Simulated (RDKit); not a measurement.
Input file for RDKit: MMFF94 on C2H5ClO (a complex).

```python
from rdkit import Chem
from rdkit.Chem import AllChem, rdDetermineBonds

blocks = [
'''5

C     0.97991207    0.48506851   -0.20187749
Cl    1.16564603   -1.25024077    0.23434280
H     0.16697988    0.56429505   -0.91666942
H     0.75548025    1.03590559    0.70651581
H     1.91430297    0.82080869   -0.64034747
''',
'''4

C     0.58567361   -0.39534872    3.23157919
O     0.43411272    0.78530661    3.06393987
H    -0.25737959   -1.10806007    3.17945225
H     1.57543086   -0.83374802    3.45428931
''',
]
mol = None
for b in blocks:
    f = Chem.MolFromXYZBlock(b)
    rdDetermineBonds.DetermineBonds(f, charge=0)
    mol = f if mol is None else Chem.CombineMols(mol, f)
Chem.SanitizeMol(mol)
print(Chem.MolToSmiles(Chem.RemoveHs(mol)))
ff = AllChem.MMFFGetMoleculeForceField(mol, AllChem.MMFFGetMoleculeProperties(mol), nonBondedThresh=100.0, ignoreInterfragInteractions=False)
e = ff.CalcEnergy()
print(f'MMFF94 energy {e:.6f} kcal/mol')
```

The log:

```
C=O.CCl
MMFF94 energy -0.399287 kcal/mol
```

The run finished.

Cost: around 0.05 core-seconds (rough).
